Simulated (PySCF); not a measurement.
C2H8SSeSi, SMILES CSC[SiH2][SeH], GFN2-xTB optimised geometry.

```
13

C      1.10     0.19     2.56
S      1.69     0.51     0.88
C      0.92    -0.87     0.00
Si    -1.00    -0.87     0.00
Se    -1.69     1.29     0.00
H      1.59     0.91     3.21
H      1.38    -0.82     2.85
H      0.03     0.32     2.61
H      1.29    -0.79    -1.02
H      1.31    -1.79     0.43
H     -1.47    -1.54    -1.21
H     -1.49    -1.54     1.21
H     -0.36     1.79     0.23
```

Density from CAM-B3LYP/def2-TZVP (PySCF) at that geometry.

Minimum of the electron density along straight lines between bonded atoms, close to the bond critical point (lines longer than 1.1 times the sum of covalent radii, or with two minima, are not listed):

| bond | length / Å | ρ at the minimum / e bohr⁻³ | ∇²ρ there / e bohr⁻⁵ | position (fraction from the first atom) |
|---|---|---|---|---|
| C1–S2 | 1.814 | 0.184 | ___ | 0.47 |
| S2–C3 | 1.818 | 0.180 | ___ | 0.53 |
| C3–Si4 | 1.917 | 0.116 | 0.12 | 0.61 |
| Si4–Se5 | 2.269 | 0.094 | -0.02 | 0.35 |
| C1–H6 | 1.085 | 0.283 | -0.99 | 0.65 |
| C1–H7 | 1.086 | 0.283 | -0.99 | 0.65 |
| C1–H8 | 1.087 | 0.283 | -0.99 | 0.65 |
| C3–H9 | 1.088 | 0.279 | -0.96 | 0.65 |
| C3–H10 | 1.088 | 0.279 | -0.95 | 0.64 |
| Si4–H11 | 1.458 | 0.128 | 0.18 | 0.49 |
| Si4–H12 | 1.464 | 0.127 | ___ | 0.49 |
| Se5–H13 | 1.445 | 0.184 | -0.35 | 0.64 |

Q: Complete the blanks.

A: 
- C1–S2, ∇²ρ there / e bohr⁻⁵: -0.31
- S2–C3, ∇²ρ there / e bohr⁻⁵: -0.29
- Si4–H12, ∇²ρ there / e bohr⁻⁵: 0.16
